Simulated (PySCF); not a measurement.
Compound: FGe2H7Si.
Atom-mapped SMILES: `[F:1][Ge@@H:2]([SiH3:3])[GeH3:4]` (hydrogens: H5 on Ge2; H6, H7, H8 on Si3; H9, H10, H11 on Ge4)

A GFN2-xTB structure with every atom displaced at random (by about 0.01 Å) was refined with PySCF, PBE0-D3(BJ)/def2-SVP geometry optimisation, gas phase. Values at the start:

| coordinate | start |
| --- | --- |
| F1–Ge2 | 1.819 Å |
| Ge2–Si3 | 2.389 Å |
| Ge2–Ge4 | 2.454 Å |
| Ge2–H5 | 1.553 Å |
| Si3–H6 | 1.445 Å |
| Ge4–H9 | 1.464 Å |
| F1–Ge2–Si3 | 103.9° |
| F1–Ge2–Ge4 | 102.5° |
| F1–Ge2–H5 | 95.8° |
| Ge2–Ge4–H9 | 116.0° |
| Ge2–Ge4–H10 | 111.9° |
| Si3–Ge2–Ge4 | 127.3° |
| Si3–Ge2–H5 | 115.0° |
| Ge4–Ge2–H5 | 106.6° |

Q: How do these coordinates change at the PBE0-D3(BJ)/def2-SVP level?

A: 
```
 coordinate  PBE0-D3(BJ)/def2-SVP (Å or °)  change
     Ge4–H9                          1.538  +0.074
     F1–Ge2                          1.759  -0.060
     Si3–H6                          1.493  +0.048
    Ge2–Ge4                          2.427  -0.027
     Ge2–H5                          1.545  -0.008
    Ge2–Si3                          2.388  -0.001
Si3–Ge2–Ge4                          113.3   -14.0
  F1–Ge2–H5                          105.0    +9.2
 Ge4–Ge2–H5                          111.8    +5.2
 Ge2–Ge4–H9                          111.0    -5.0
 F1–Ge2–Ge4                          106.6    +4.1
 F1–Ge2–Si3                          107.2    +3.3
Ge2–Ge4–H10                          108.7    -3.2
 Si3–Ge2–H5                          112.2    -2.8
```

The energy falls by 0.320 eV over 8 energy and gradient evaluations, the largest force component goes from 0.0352 to 2.7e-04 Eh/bohr, and the atoms move by 0.213 Å rms after alignment. The bond that changes most is Ge4–H9 (ends: germanium bonded to Ge and 3 H; Ge–H hydrogen), which lengthens by 0.074 Å. Bonds longer at the end by more than 0.005 Å: 6 of 10; shorter: 3. Among the dihedrals that turn most is H5–Ge2–Ge4–H10, from 79° to 66°. Rotational constants go from 3583, 984.4, 840.1 to 3026, 1111, 896.4 MHz.

The run used 131 basis functions and 51 SCF cycles in all. Time: 79 s wall; peak memory 0.54 GiB. Hardware: one thread, Arm Neoverse V1 (aarch64), shared host with 32 logical CPUs at a one-minute load of 26.

Whether it is a minimum is left open (no frequencies).
